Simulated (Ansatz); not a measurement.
Cartesian coordinates in Å:
```
O -0.375 -0.978 1.571
C -0.547 -0.214 0.700
F -1.639 0.526 0.566
C 0.429 0.095 -0.453
F -0.150 -0.176 -1.619
F 0.761 1.382 -0.431
F 1.521 -0.635 -0.333
```

Total charge 0; spin multiplicity 1.

Task: List the CAM-B3LYP/def2-TZVPP orbital energies in eV (Ansatz 0.2.0). (Best estimate.)

Result: The calculation gave: Occupied: -675.73, -675.67, -675.67, -675.66, -524.37, -287.08, -284.82, -39.48, -37.76, -36.91, -36.88, -33.04, -23.85, -21.01, -19.68, -19.55, -19.29, -17.11, -16.68, -16.04, -15.91, -15.82, -15.01, -14.93, -14.33, -13.83, -13.56, -11.66. Lowest empty: -0.60, 2.63, 3.81, 4.30, 5.39, 6.30, 6.37, 6.72.
